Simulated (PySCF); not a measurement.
CH₃AlFIO. Atoms are numbered in the order given.

```xyz
8

Al     0.6865    -1.0226     0.0000
F      2.3342    -1.2799     0.0000
I     -0.2026     1.2757     0.0000
O     -0.3248    -2.3833     0.0000
C     -1.7129    -2.6109     0.0000
H     -2.0046    -3.1999    -0.8973
H     -2.0046    -3.1999     0.8973
H     -2.3106    -1.6703     0.0000
```
Charge 0, spin multiplicity 1.

Geometry: PBE-D3(BJ)/def2-SVP. The def2 effective core potentials stand for the cores of I; spin–orbit coupling is left out. One conformer was computed; it need not be the lowest.

Method: PySCF with PBE-D3(BJ)/def2-SVP.

Frequencies are harmonic and unscaled.

Computed harmonic wavenumbers and intensities:
```
mode  ν (cm⁻¹)  IR (km/mol)  moving atoms (share of kinetic energy)
----  --------  -----------  --------------------------------------
1           70          2.5                  C 49 %, H 22 %, I 15 %
2           85          0.0                                  H 99 %
3          100          1.1          O 45 %, H 19 %, C 17 %, F 15 %
4          166          6.4                  F 70 %, I 11 %, Al 9 %
5          222         50.1                 Al 69 %, O 17 %, F 12 %
6          226         12.3           O 61 %, I 10 %, H 8 %, Al 8 %
7          336         57.4   Al 45 %, F 22 %, I 13 %, O 9 %, C 9 %
8          699        140.8         Al 42 %, O 22 %, C 18 %, F 12 %
9          890         66.6                         Al 49 %, F 43 %
10        1138         48.7                  H 66 %, C 23 %, O 11 %
11        1144          0.0                          H 77 %, C 19 %
12        1203        255.6                  O 53 %, C 31 %, H 11 %
13        1421          1.1                                  H 97 %
14        1424          0.9                                  H 95 %
15        1430         13.7                           H 90 %, C 9 %
16        2921         81.1                                  H 97 %
17        3001         36.2                           H 91 %, C 9 %
18        3015         27.8                          H 90 %, C 10 %
```
